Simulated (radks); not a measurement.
Q: The mean radii <r> (bohr) of the occupied orbitals of an atom or ion are listed with their occupations. Method: scalar-relativistic Kohn-Sham, BLYP, spin-polarised, spherical densities, finite nucleus; Fermi nuclear charge, rms radius of each element as measured or else 0.836 A^(1/3) + 0.57 fm; computed with a radial shooting solver on a logarithmic mesh with Libxc functionals.

orbital  occ.      <r>
1s up       1  0.02409
1s down     1  0.02409
2s up       1   0.1031
2s down     1   0.1031
2p up       3  0.09054
2p down     3  0.09054
3s up       1   0.2724
3s down     1   0.2723
3p up       3   0.2705
3p down     3   0.2704
3d up       5   0.2476
3d down     5   0.2474
4s up       1   0.6227
4s down     1   0.6224
4p up       3   0.6598
4p down     3   0.6593
4d up       5   0.7277
4d down     5   0.7266
5s up       1    1.487
5p up       3    1.724
5p down     3    1.748
4f up       3    1.098
6s up       1    3.857
5d up       1    2.672

Name the element and its charge. Open shells, if any, are filled with parallel spins first.

A: Z = 59, praseodymium, charge +1: Pr+ in [Kr] 4d10 4f3 5s1 5p6 6s1 5d1. The 1s radius gives Z: for a bare nucleus <r> = (2 gamma + 1)/(2Z) with gamma = sqrt(1 - (Z/c)^2), 0.02377 bohr for Z = 59, and screening makes it slightly larger (0.02409 here). The occupations add up to 58, and the charge is Z minus that.
